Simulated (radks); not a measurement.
Results of a calculation; reference values are marked as such.
Neutral bromine inside a hard spherical wall (all orbitals vanish at R), configuration held at [Ar] 3d10 4s2 4p5 and not refilled when levels cross. Level of theory: scalar-relativistic Kohn-Sham, PBEsol, spin-polarised, spherical densities, point nucleus; open shells are filled with parallel spins first (a radial shooting solver on a logarithmic mesh with Libxc functionals). Eigenvalues in eV for spin up, with the zero of energy where the potential of the charges vanishes at infinity; a dash marks a level that is unbound or too diffuse for the functional's potential to be trusted. A positive occupied level is held by the wall or, in an anion where self-interaction has pushed it up, behind a barrier. The pressure on the wall is -dE/dV.

| R (bohr) | E (hartree) | kinetic (hartree) | e(3p) | e(3d) | e(4s) | e(4p) | e(5s, empty) | e(5p, empty) | pressure (GPa) |
|---|---|---|---|---|---|---|---|---|---|
| free | -2604.69602 | 2660.812 | -173.27 | -66.741 | -20.486 | -8.191 | - | - | 0 |
| 20 | -2604.69602 | 2660.812 | -173.27 | -66.741 | -20.486 | -8.191 | - | - | < 0.0001 |
| 15 | -2604.69602 | 2660.812 | -173.27 | -66.741 | -20.486 | -8.191 | - | - | < 0.0001 |
| 10 | -2604.69599 | 2660.812 | -173.27 | -66.738 | -20.484 | -8.189 | 0.028 | 1.805 | 0.000881 |
| 8 | -2604.69550 | 2660.818 | -173.23 | -66.700 | -20.452 | -8.158 | 0.858 | 3.420 | 0.0287 |
| 7 | -2604.69366 | 2660.834 | -173.12 | -66.596 | -20.367 | -8.076 | 1.866 | 5.145 | 0.171 |
| 6 | -2604.68523 | 2660.898 | -172.78 | -66.252 | -20.099 | -7.806 | 3.921 | 8.330 | 1.07 |
| 5 | -2604.64556 | 2661.152 | -171.68 | -65.156 | -19.279 | -6.932 | 8.582 | 14.823 | 7.40 |
| 4 | -2604.44499 | 2662.209 | -168.22 | -61.733 | -16.752 | -4.028 | 20.759 | 30.026 | 60.6 |
| 3.5 | -2604.11378 | 2663.716 | -164.34 | -57.910 | -13.781 | -0.466 | 34.100 | 45.566 | 191 |
| 2 | -2594.70683 | 2694.912 | -124.14 | -18.289 | 35.568 | 57.520 | 215.41 | 237.32 | 12900 |
